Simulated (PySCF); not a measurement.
Species: C5H6F2.
SMILES with atom numbers: `[F:1][CH2:2][C@H:3]([F:4])[CH:5]1[CH:6]=[CH:7]1` (hydrogens: H8, H9 on C2; H10 on C3; H11 on C5; H12 on C6; H13 on C7)

Computed by this run: PySCF 2.14.0, PBE0-D3(BJ)/def2-SVP geometry optimisation, gas phase; density fitting, grid level 1; the optimiser is geomeTRIC in internal coordinates, started from a GFN2-xTB structure with every atom displaced at random (about 0.01 Å).

Step 0: E = -10694.3270 eV
```
atom  x, y, z in Å  |  force x, y, z in eV/Å
F1     -1.4934    1.3113   -0.7312    0.289   0.972  -0.296
C2     -1.7575    0.0341   -0.3771    0.600  -0.089   0.900
C3     -0.4681   -0.7673   -0.4674    0.382   0.085   1.369
F4     -0.7600   -2.0956   -0.3173   -0.442  -0.545   0.061
C5      0.5379   -0.3825    0.6144   -0.181   0.319  -0.469
C6      2.0107   -0.4223    0.3553   -0.313  -0.190   0.147
C7      1.4986    0.7584    0.3934   -0.702  -0.165   0.021
H8     -2.4849   -0.3614   -1.0623   -0.787  -0.542  -0.457
H9     -2.1525    0.0599    0.6657    0.061  -0.373  -0.369
H10    -0.0120   -0.6528   -1.4422    0.215   0.358  -0.728
H11     0.1496   -0.5740    1.6320    0.026  -0.011  -0.072
H12     2.8468   -1.0767    0.2527    0.656  -0.432  -0.111
H13     1.5287    1.8237    0.2967    0.198   0.614   0.003
```

Step 1: E = -10694.3973 eV
```
atom  x, y, z in Å  |  force x, y, z in eV/Å
F1     -1.4051    1.3251   -0.8164   -0.002  -0.236   0.140
C2     -1.7167    0.0476   -0.4080   -0.462   0.094  -0.099
C3     -0.4591   -0.7972   -0.4190   -0.333   0.054  -0.446
F4     -0.8442   -2.1080   -0.1981    0.031   0.135  -0.008
C5      0.5315   -0.3841    0.6280    0.337  -0.136   0.169
C6      2.0046   -0.3890    0.3379    0.006  -0.100  -0.160
C7      1.4573    0.7807    0.4512   -0.026   0.028  -0.062
H8     -2.4978   -0.3688   -1.0790    0.325   0.021   0.017
H9     -2.1587    0.0766    0.6025    0.105   0.099   0.088
H10    -0.0289   -0.7211   -1.4416    0.092  -0.059   0.269
H11     0.1773   -0.6465    1.6428    0.002   0.019  -0.071
H12     2.8530   -1.0256    0.0870   -0.036   0.102   0.180
H13     1.5307    1.8650    0.4251   -0.039  -0.022  -0.018
```

Step 2: E = -10694.4184 eV
```
atom  x, y, z in Å  |  force x, y, z in eV/Å
F1     -1.3907    1.3381   -0.7497   -0.048  -0.010   0.004
C2     -1.7211    0.0563   -0.3891   -0.036   0.053   0.041
C3     -0.4690   -0.7967   -0.4341    0.053  -0.164  -0.020
F4     -0.8631   -2.1059   -0.2383   -0.056  -0.018  -0.033
C5      0.5388   -0.4121    0.6151    0.045   0.058   0.072
C6      2.0186   -0.3927    0.3644   -0.138  -0.071  -0.334
C7      1.4372    0.7654    0.4015    0.080   0.068   0.148
H8     -2.4827   -0.3411   -1.0822    0.064   0.017  -0.023
H9     -2.1512    0.0652    0.6284    0.046  -0.009  -0.010
H10    -0.0213   -0.7078   -1.4413    0.007  -0.009   0.021
H11     0.1747   -0.6537    1.6293   -0.039   0.071   0.018
H12     2.8937   -1.0089    0.1772    0.038   0.015   0.111
H13     1.4800    1.8488    0.3316   -0.016  -0.002   0.006
```

Step 3: E = -10694.4238 eV
```
atom  x, y, z in Å  |  force x, y, z in eV/Å
F1     -1.3928    1.3374   -0.7452   -0.015   0.025  -0.010
C2     -1.7204    0.0545   -0.3905    0.031   0.008   0.011
C3     -0.4695   -0.8011   -0.4316    0.024  -0.012   0.071
F4     -0.8708   -2.1080   -0.2358   -0.002   0.012   0.007
C5      0.5360   -0.4056    0.6185    0.024  -0.028   0.025
C6      2.0108   -0.3937    0.3480   -0.079  -0.011  -0.182
C7      1.4400    0.7690    0.4065    0.033   0.015   0.051
H8     -2.4696   -0.3442   -1.0928   -0.037   0.010  -0.022
H9     -2.1503    0.0601    0.6266    0.002  -0.028  -0.018
H10    -0.0126   -0.7174   -1.4334   -0.006   0.000  -0.034
H11     0.1729   -0.6370    1.6354   -0.012   0.011   0.011
H12     2.8833   -1.0118    0.1589    0.049  -0.003   0.095
H13     1.4868    1.8527    0.3482   -0.010   0.001  -0.004
```

**Question.** Estimate the geometry and energy of step 4. (The exact step hangs on the optimiser's Hessian estimate; all steps are aligned on step 3, rigid shifts and turns removed.)

**Answer.** E = -10694.4259 eV, largest force 0.127 eV/Å
```
atom  x, y, z in Å  |  force x, y, z in eV/Å
F1     -1.4004    1.3409   -0.7375    0.011   0.010   0.001
C2     -1.7219    0.0543   -0.3909    0.036  -0.006  -0.004
C3     -0.4701   -0.8018   -0.4318    0.019   0.045   0.022
F4     -0.8745   -2.1073   -0.2352    0.006   0.006   0.017
C5      0.5378   -0.4052    0.6163   -0.014  -0.016   0.029
C6      2.0114   -0.3956    0.3425   -0.033  -0.005  -0.122
C7      1.4435    0.7685    0.4031    0.011  -0.003   0.016
H8     -2.4698   -0.3404   -1.0976   -0.025  -0.003  -0.004
H9     -2.1510    0.0500    0.6257   -0.023  -0.014   0.000
H10    -0.0136   -0.7196   -1.4343   -0.005  -0.005  -0.024
H11     0.1737   -0.6286    1.6349   -0.001  -0.010   0.001
H12     2.8883   -1.0129    0.1687    0.022   0.001   0.074
H13     1.4904    1.8524    0.3487   -0.004   0.000  -0.006
```

The energy changes by -0.0021 eV. The first-order estimate −F·Δx gives -0.0027 eV and the mean of the old and new forces, exact on a quadratic surface, -0.0020 eV. The step makes an angle of 65° with the force vector and moves no atom by more than 0.011 Å.

What follows is the cost of the whole optimisation. Hardware: Intel Xeon 6975P-C, one thread, no GPU, shared host. Cost: 35 s, 0.55 GiB resident at most.
